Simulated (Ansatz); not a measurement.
C₆H₄HfO, SMILES `C#[C][Hf]([OH])([C]#C)[C]#C`, charge 0, multiplicity 1.

Problem. Give a relaxed structure at PBE0-D4/def2-TZVP (Ansatz 0.2.0). (Estimate.)

Solution. The calculation gave: 
Cartesian coordinates in Å:
```
C -1.581 -1.518 -2.431
C -1.127 -0.826 -1.541
Hf -0.256 0.367 0.067
O -1.328 1.896 0.347
C -0.191 -0.803 1.909
C -0.131 -1.481 2.916
C 1.759 1.001 -0.484
C 2.891 1.314 -0.793
H -1.978 -2.127 -3.213
H -1.868 2.667 0.488
H -0.077 -2.078 3.799
H 3.886 1.588 -1.065
```
Point group C3v.
This is one stationary point; other conformers may exist.
